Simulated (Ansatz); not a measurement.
Input for Ansatz (a quantum-chemistry and plane-wave program): U-CCSD(T)/aug-cc-pVDZ on OH (SMILES [OH]).

Ansatz 0.2 input:
```yaml
crystal:
  periodic: [false, false, false]
  atoms:
    - {symbol: O, position_ang: [0.00000000, 0.00000000, 0.48836012]}
    - {symbol: H, position_ang: [-0.00000000, -0.00000000, -0.48836012]}
basis:
  gaussian:
    orbitals: aug-cc-pVDZ
magnetization: {spin_polarized: true, initial_magnetization: 1}
correlation: {method: ccsd_t, electrons: outside_noble_gas}
scf: {omitted_lower_state_checks: [cluster_reference]}
```

The log:

```
WARN ansatz: RAYON_NUM_THREADS=1 ignored (pool sized by the plan → 1); use --threads N
Functional definition: HF
these checks for a lower state are left out or cut short: cluster_reference
integrals: 0.01 GiB planned
302 factors; integrals over basis functions are off by at most 9.6e-4 eV
mean field: 0.05 GiB planned
mean field evaluation 1: about -2051.3491 eV, gradient 1.1e1 eV
mean field evaluation 2: about -2051.3487 eV, gradient 1.1e1 eV
mean field evaluation 4: about -2051.8243 eV, gradient 1.1e0 eV
mean field evaluation 8: about -2051.8312 eV, gradient 6.0e-4 eV
mean field evaluation 16: about -2051.8312 eV, gradient 1.9e-4 eV
mean field -2051.83119017 eV, -75.4034054578 hartree, gradient 2.1e-6 eV, S^2 0.756653; 2 other end points of the search recorded, 0 dependent functions left out
1 core orbitals not correlated
reference -2051.83119017 eV, -75.4034054578 hartree; 4, 3 occupied and 27, 28 virtual orbitals, 302 factors
second order -4.41269860 eV of doubles, -0.00000000 eV of singles
coupled cluster: 0.07 GiB planned
cycle   1  -4.68831460 eV  change   -2.8e-1 eV  update   4.3e-2
cycle   2  -4.79324531 eV  change   -1.0e-1 eV  update   1.3e-2
cycle   3  -4.82373427 eV  change   -3.0e-2 eV  update   6.9e-3
cycle   4  -4.82329884 eV  change    4.4e-4 eV  update   2.3e-3
cycle   5  -4.82347404 eV  change   -1.8e-4 eV  update   9.5e-4
cycle   6  -4.82412847 eV  change   -6.5e-4 eV  update   3.6e-4
cycle   7  -4.82419295 eV  change   -6.4e-5 eV  update   1.0e-4
cycle   8  -4.82418881 eV  change    4.1e-6 eV  update   3.3e-5
cycle   9  -4.82418736 eV  change    1.4e-6 eV  update   1.4e-5
cycle  10  -4.82418663 eV  change    7.4e-7 eV  update   5.0e-6
perturbative correction -0.09199084 eV, -0.0033806011 hartree
Total energy: -2056.74736764 eV, -75.5840716474 hartree
Checks for a lower state left out: cluster_reference
```

The calculation finished and met its thresholds.

Cost: roughly 1.2 core-seconds.
